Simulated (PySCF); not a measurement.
GeHCl3, SMILES [Cl][GeH]([Cl])[Cl].

Coordinates come from a r2SCAN-D4/def2-SVP optimisation. The isomer is the one that the SMILES or the coordinates give; other isomers of the formula were not compared.

Two levels are set side by side: TDA-PBE/def2-SVPD (PySCF) and TDA-B3LYP/def2-SVPD (PySCF). Vertical, same geometry. The lowest singlet is HOMO→LUMO 99 % with PBE and HOMO→LUMO 99 % with the other functional; states are paired by order. Differences are taken from unrounded values.

| quantity | TDA-B3LYP |
|---|---|
| lowest singlet excitation (eV) | 5.98 |
| lowest triplet excitation (TDA) (eV) | 5.60 |

Task: What does TDA-PBE give, and how far is it from TDA-B3LYP? (Estimate from the structure and the level; the computed values follow.)

Result: 
```csv
quantity,TDA-PBE,TDA-PBE minus TDA-B3LYP
lowest singlet excitation (eV),5.45,-0.52
lowest triplet excitation (TDA) (eV),5.14,-0.45
```

A lower first singlet is the usual sign of a functional without exact exchange. Differences between two approximate levels are no errors against the true value.

Rough cost on one machine, each run with all the roots and properties that it gave: TDA-B3LYP against TDA-PBE about 2 times.
